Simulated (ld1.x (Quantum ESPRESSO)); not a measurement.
# Transferability test, RRKJ potential for fluorine (F)

* Element: fluorine (F)
* Generator: ld1.x (Quantum ESPRESSO) 7.5
* Type: norm-conserving RRKJ (Kleinman–Bylander form)
* Functional: PBE
* Relativity: scalar-relativistic
* Frozen core: [He]
* Valence charge: 7
* Reference configuration: 2s2 2p5
* Partial waves: 2s (bound): rc 0.85 bohr; 2p (bound): rc 1.70 bohr; 3d channel at 0.05 Ry: rc 1.85 bohr
* Local potential: all-electron potential smoothed inside 0.95 bohr (lloc = -1)
* Core correction: a·sin(br)/r model core, default radius (core density twice the valence density)

Energies are relative to the spin-unpolarised reference configuration 2s2 2p5; without spin polarisation the order of configurations can differ from experiment. The frozen-core shift is the all-electron ΔE with the core orbitals held at their reference shape minus the fully relaxed ΔE.

Q: Give the all-electron excitation energy and the error of the potential for: 2s2 2p4; 2s2 2p3; 2s2 2p2; 2s1 2p6; 2s1 2p5; 2s2 2p1; 2s2 2p4.5.

A:

```tsv
valence configuration	charge	ΔE all-electron (eV)	error AE − PS (meV)	frozen-core shift (meV)
2s2 2p4	+1	19.390	+67	+0.1
2s2 2p3	+2	57.775	+587	+0.8
2s2 2p2	+3	118.413	+2301	+4.3
2s1 2p6	0	18.814	-12	+0.4
2s1 2p5	+1	38.493	-195	+0.6
2s2 2p1	+4	204.215	+6263	+15
2s2 2p4.5	+0.5	7.543	+9.3	0.0
```
